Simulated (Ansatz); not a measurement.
The lowest singlet and triplet of H2Sn (SMILES [SnH2]); geometries from B3LYP-D3(BJ)/def2-TZVP, each state relaxed from the structure named, with no frequency check.
Singlet (charge 0, multiplicity 1):
| atom | x (Å) | y (Å) | z (Å) |
|---|---|---|---|
| Sn | -0.0001 | 0.0482 | 0.0000 |
| H | -1.2620 | -1.2082 | 0.0000 |
| H | 1.2686 | -1.2013 | 0.0000 |
Triplet (charge 0, multiplicity 3):
```csv
atom,x (Å),y (Å),z (Å)
Sn,-0.0001,0.0337,0.0000
H,-1.4873,-0.8455,0.0000
H,1.4916,-0.8379,0.0000
```

A positive gap puts the triplet lower; no zero-point energy. U- takes an unrestricted singlet (broken symmetry where lower, unprojected). The triplet is unrestricted in single-reference levels. Active spaces average the two states.

Frozen-core correlation. Filled d and f shells under p-block atoms count as core.

Run with Ansatz (Gaussian orbitals). Values without a source in brackets are computed. In def2 rows elements past Kr take small-core potentials, without spin–orbit coupling.

Task: One of these levels gives -21.19 kcal/mol for the gap E(singlet) − E(triplet), adiabatic. Which?
A) U-B2PLYP/def2-TZVPP
B) SA-CASSCF(6,6)/def2-SVP
C) U-HF/def2-TZVPP (spin-contaminated)

Result: B, SA-CASSCF(6,6)/def2-SVP. The others give -13.48 (U-HF/def2-TZVPP (spin-contaminated)), -28.11 (U-B2PLYP/def2-TZVPP)

Ansatz is a first-principles code.
